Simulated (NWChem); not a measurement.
# C4H4OS; SMILES C=C=C1OCS1

```xyz
10

C      0.1377    -2.8868     0.0000
C     -0.0210    -1.5867     0.0000
C     -0.1394    -0.2844     0.0000
O     -1.2806     0.4778     0.0000
C     -0.6680     1.7534     0.0000
S      1.0325     1.0641     0.0000
H      0.2051    -3.4624    -0.9332
H      0.2051    -3.4624     0.9332
H     -0.9121     2.3305    -0.9062
H     -0.9121     2.3305     0.9062
```
Atoms are numbered in this order, from 1.

Structure relaxed at the PBE0/def2-SVP level.

**Question.** Give the principal values of the shielding tensors (ppm) of C1, C2, C3, O4, C5 from B3LYP/6-31G* (spherical d), GIAO (NWChem), with their diamagnetic and paramagnetic parts as GIAO splits them.

**Answer.** 
| atom | σ11 | σ22 | σ33 | isotropic | diamagnetic | paramagnetic |
|---|---|---|---|---|---|---|
| C1 | 20.9 | 89.9 | 174.4 | 95.1 | 274.0 | -178.9 |
| C2 | -48.3 | -10.3 | 41.9 | -5.6 | 235.7 | -241.3 |
| C3 | 12.6 | 41.4 | 114.7 | 56.2 | 268.7 | -212.5 |
| O4 | 139.5 | 231.8 | 266.8 | 212.7 | 392.8 | -180.1 |
| C5 | 92.2 | 113.2 | 162.4 | 122.6 | 248.7 | -126.0 |
